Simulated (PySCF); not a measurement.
CH$_{5}$InO, singlet, at a GFN2-xTB geometry (such geometries of metal compounds can be far from the true shape) (all electrons, no relativity); CASSCF(10,9)/STO-3G in PySCF.

The PySCF input:
```python
from pyscf import gto, scf, mcscf
import numpy

mol = gto.Mole()
mol.atom = '''
    In   -0.210068   -0.164095   -0.133819
    H    -1.375065   -1.279275   -0.774975
    C     0.406800    1.911988   -0.534761
    H     0.857599    1.995756   -1.519972
    H     1.143409    2.106356    0.241041
    H    -0.432129    2.597317   -0.451358
    O     0.862691   -0.884386    1.327399
    H     0.757187   -1.776317    1.651779
'''
mol.basis = 'sto-3g'
mol.charge = 0
mol.spin = 0
mol.verbose = 4
mol.build()

mf = scf.RHF(mol)
mf.kernel()
mc = mcscf.CASSCF(mf, 9, 10)
mc.fix_spin_(ss=0.0)
mc.kernel()
occ = numpy.linalg.eigvalsh(mc.fcisolver.make_rdm1(mc.ci, mc.ncas, mc.nelecas))[::-1]
ss = mc.fcisolver.spin_square(mc.ci, mc.ncas, mc.nelecas)[0]
print('natural occupations', occ.round(4), ' <S^2>', round(ss, 4))
```

It wrote (shortened):

```
PySCF version 2.14.0

[INPUT] verbose = 4
[INPUT] num. atoms = 8
[INPUT] num. electrons = 68
[INPUT] charge = 0
[INPUT] spin (= nelec alpha-beta = 2S) = 0
[INPUT] symmetry False subgroup None
[INPUT] Mole.unit = angstrom
[INPUT] Symbol           X                Y                Z      unit          X                Y                Z       unit  Magmom
[...]
nuclear repulsion = 259.098548686174
number of shells = 22
number of NR pGTOs = 126
number of NR cGTOs = 42
basis = sto-3g
ecp = {}

******** <class 'pyscf.scf.hf.RHF'> ********
method = RHF
initial guess = minao
damping factor = 0
level_shift factor = 0
DIIS = <class 'pyscf.scf.diis.CDIIS'>
diis_start_cycle = 1
diis_space = 8
diis_damp = 0
SCF conv_tol = 1e-09
SCF conv_tol_grad = None
SCF max_cycles = 50
direct_scf = True
direct_scf_tol = 1e-13
Set gradient conv threshold to 3.16228e-05
Initial guess from minao.
init E= -5781.41525248943
[...]
cycle= 1 E= -5796.87653396302  delta_E= -15.5  |g|= 0.588  |ddm|= 3.16
[...]
cycle= 2 E= -5797.01287470884  delta_E= -0.136  |g|= 0.191  |ddm|= 1.16
[...]
cycle= 3 E= -5797.02764127224  delta_E= -0.0148  |g|= 0.0461  |ddm|= 0.346
[...]
cycle= 4 E= -5797.02870473816  delta_E= -0.00106  |g|= 0.00731  |ddm|= 0.0892
[...]
cycle= 5 E= -5797.02875573708  delta_E= -5.1e-05  |g|= 0.00178  |ddm|= 0.0235
[...]
cycle= 6 E= -5797.02876023219  delta_E= -4.5e-06  |g|= 0.000418  |ddm|= 0.00794
[...]
cycle= 7 E= -5797.02876048481  delta_E= -2.53e-07  |g|= 9.66e-05  |ddm|= 0.00202
[...]
cycle= 8 E= -5797.02876049746  delta_E= -1.26e-08  |g|= 1.32e-05  |ddm|= 0.000497
[...]
cycle= 9 E= -5797.02876049764  delta_E= -1.78e-10  |g|= 2.61e-06  |ddm|= 5.84e-05
[...]
Extra cycle  E= -5797.02876049765  delta_E= -1.18e-11  |g|= 1.16e-06  |ddm|= 5.85e-06
converged SCF energy = -5797.02876049765

******** <class 'pyscf.mcscf.mc1step.CASSCF'> ********
CAS (5e+5e, 9o), ncore = 29, nvir = 4
max_cycle_macro = 50
max_cycle_micro = 4
conv_tol = 1e-07
conv_tol_grad = None
orbital rotation max_stepsize = 0.02
orbital rotation threshold for CI restart = 0.01
augmented hessian ah_max_cycle = 30
augmented hessian ah_conv_tol = 1e-12
augmented hessian ah_linear dependence = 1e-14
augmented hessian ah_level shift = 1e-08
augmented hessian ah_start_tol = 2.5
augmented hessian ah_start_cycle = 3
augmented hessian ah_grad_trust_region = 3
kf_trust_region = 3
kf_interval = 4
ci_response_space = 4
ci_grad_trust_region = 3
with_dep4 0
natorb = False
canonicalization = True
sorting_mo_energy = False
ao2mo_level = 2
internal_rotation = False
******** <class 'pyscf.fci.addons.SpinPenaltyFCISolver'> ********
max. cycles = 50
conv_tol = 1e-08
davidson only = True
linear dependence = 1e-12
level shift = 0.001
max iter space = 12
nroots = 1
pspace_size = 400
spin = None
CASCI E = -5797.07144492348  S^2 = 0.0000000
Set conv_tol_grad to 0.000316228
macro iter   1 ( 21 JK    4 micro), CASSCF E = -5797.08122708055  dE = -9.78215708e-03  S^2 = 0.0000000
               |grad[o]|=0.0412  |grad[c]|=0.0464  |ddm|=0.0312  |maxRot[o]|=0.201
macro iter   2 ( 21 JK    4 micro), CASSCF E = -5797.08540718028  dE = -4.18009973e-03  S^2 = 0.0000000
               |grad[o]|=0.0205  |grad[c]|=0.0266  |ddm|=0.0115  |maxRot[o]|=0.168
macro iter   3 ( 21 JK    4 micro), CASSCF E = -5797.08819346907  dE = -2.78628878e-03  S^2 = 0.0000000
               |grad[o]|=0.0129  |grad[c]|=0.0205  |ddm|=0.0148  |maxRot[o]|=0.175
macro iter   4 ( 21 JK    4 micro), CASSCF E = -5797.08873814561  dE = -5.44676542e-04  S^2 = 0.0000000
               |grad[o]|=0.00816  |grad[c]|=0.00611  |ddm|=0.00879  |maxRot[o]|=0.0593
macro iter   5 ( 12 JK    3 micro), CASSCF E = -5797.08898819256  dE = -2.50046953e-04  S^2 = 0.0000000
               |grad[o]|=0.00558  |grad[c]|=0.00358  |ddm|=0.00738  |maxRot[o]|=0.0859
macro iter   6 ( 17 JK    4 micro), CASSCF E = -5797.08882032644  dE =  1.67866122e-04  S^2 = 0.0000000
               |grad[o]|=0.00456  |grad[c]|=0.0079  |ddm|=0.00439  |maxRot[o]|=0.0699
[...]
               |grad[o]|=0.00363  |grad[c]|=0.00189  |ddm|=0.00116  |maxRot[o]|=0.0264
macro iter   9 ( 21 JK    4 micro), CASSCF E = -5797.08928345859  dE = -1.09617363e-04  S^2 = 0.0000000
               |grad[o]|=0.00292  |grad[c]|=0.00354  |ddm|=0.00209  |maxRot[o]|=0.0885
macro iter  10 (  7 JK    2 micro), CASSCF E = -5797.08945186352  dE = -1.68404935e-04  S^2 = 0.0000000
               |grad[o]|=0.00242  |grad[c]|=0.00337  |ddm|=0.00263  |maxRot[o]|=0.0602
macro iter  11 (  7 JK    2 micro), CASSCF E = -5797.08962375755  dE = -1.71894027e-04  S^2 = 0.0000000
               |grad[o]|=0.00237  |grad[c]|=0.00363  |ddm|=0.0033  |maxRot[o]|=0.0648
macro iter  12 (  7 JK    2 micro), CASSCF E = -5797.08979853877  dE = -1.74781223e-04  S^2 = 0.0000000
               |grad[o]|=0.00254  |grad[c]|=0.00344  |ddm|=0.00371  |maxRot[o]|=0.0673
macro iter  13 (  7 JK    2 micro), CASSCF E = -5797.08996800326  dE = -1.69464483e-04  S^2 = 0.0000000
               |grad[o]|=0.00281  |grad[c]|=0.00285  |ddm|=0.00392  |maxRot[o]|=0.0686
macro iter  14 (  7 JK    2 micro), CASSCF E = -5797.09012794265  dE = -1.59939395e-04  S^2 = 0.0000000
               |grad[o]|=0.00299  |grad[c]|=0.00191  |ddm|=0.00387  |maxRot[o]|=0.0693
macro iter  15 (  7 JK    2 micro), CASSCF E = -5797.09027394414  dE = -1.46001487e-04  S^2 = 0.0000000
               |grad[o]|=0.00298  |grad[c]|=0.00101  |ddm|=0.0036  |maxRot[o]|=0.0696
macro iter  16 (  7 JK    2 micro), CASSCF E = -5797.09040138851  dE = -1.27444375e-04  S^2 = 0.0000000
               |grad[o]|=0.00277  |grad[c]|=0.00144  |ddm|=0.00314  |maxRot[o]|=0.0697
macro iter  17 (  7 JK    2 micro), CASSCF E = -5797.09050542274  dE = -1.04034232e-04  S^2 = 0.0000000
               |grad[o]|=0.00234  |grad[c]|=0.00267  |ddm|=0.00252  |maxRot[o]|=0.0698
macro iter  18 (  7 JK    2 micro), CASSCF E = -5797.09058066819  dE = -7.52454444e-05  S^2 = 0.0000000
               |grad[o]|=0.00174  |grad[c]|=0.00387  |ddm|=0.00183  |maxRot[o]|=0.0699
macro iter  19 (  6 JK    2 micro), CASSCF E = -5797.09061380825  dE = -3.31400643e-05  S^2 = 0.0000000
               |grad[o]|=0.00102  |grad[c]|=0.00259  |ddm|=0.000999  |maxRot[o]|=0.0499
macro iter  20 ( 14 JK    4 micro), CASSCF E = -5797.09053800389  dE =  7.58043616e-05  S^2 = 0.0000000
               |grad[o]|=0.000477  |grad[c]|=0.0112  |ddm|=0.000977  |maxRot[o]|=0.0868
macro iter  21 ( 21 JK    4 micro), CASSCF E = -5797.09055144665  dE = -1.34427637e-05  S^2 = 0.0000000
               |grad[o]|=0.000925  |grad[c]|=0.00148  |ddm|=0.000359  |maxRot[o]|=0.0437
macro iter  22 (  7 JK    2 micro), CASSCF E = -5797.09059648406  dE = -4.50374100e-05  S^2 = 0.0000000
               |grad[o]|=0.0006  |grad[c]|=0.00115  |ddm|=0.00105  |maxRot[o]|=0.0381
macro iter  23 (  6 JK    2 micro), CASSCF E = -5797.09062016805  dE = -2.36839896e-05  S^2 = 0.0000000
               |grad[o]|=0.000351  |grad[c]|=0.00161  |ddm|=0.000808  |maxRot[o]|=0.037
macro iter  24 (  5 JK    1 micro), CASSCF E = -5797.09062467040  dE = -4.50234256e-06  S^2 = 0.0000000
               |grad[o]|=0.000162  |grad[c]|=0.00108  |ddm|=0.000259  |maxRot[o]|=0.0202
macro iter  25 (  4 JK    1 micro), CASSCF E = -5797.09062486934  dE = -1.98943781e-07  S^2 = 0.0000000
               |grad[o]|=6.67e-05  |grad[c]|=0.000257  |ddm|=5.36e-05  |maxRot[o]|=0.00308
macro iter  26 (  3 JK    1 micro), CASSCF E = -5797.09062489736  dE = -2.80224413e-08  S^2 = 0.0000000
               |grad[o]|=2.95e-05  |grad[c]|=0.000102  |ddm|=2.71e-05  |maxRot[o]|=0.000898
1-step CASSCF converged in  26 macro (305 JK  70 micro) steps
CASSCF canonicalization
Density matrix diagonal elements [1.9907112  1.97920963 1.96656619 1.96018329 1.9649774  0.04188737
 0.04838297 0.02656604 0.02151592]
CASSCF energy = -5797.09062489736
CASCI E = -5797.09062489736  E(CI) = -20.0188589262716  S^2 = 0.0000000
natural occupations [1.9976 1.9771 1.9704 1.9665 1.961  0.0498 0.0317 0.0262 0.0196]  <S^2> 0.0
```
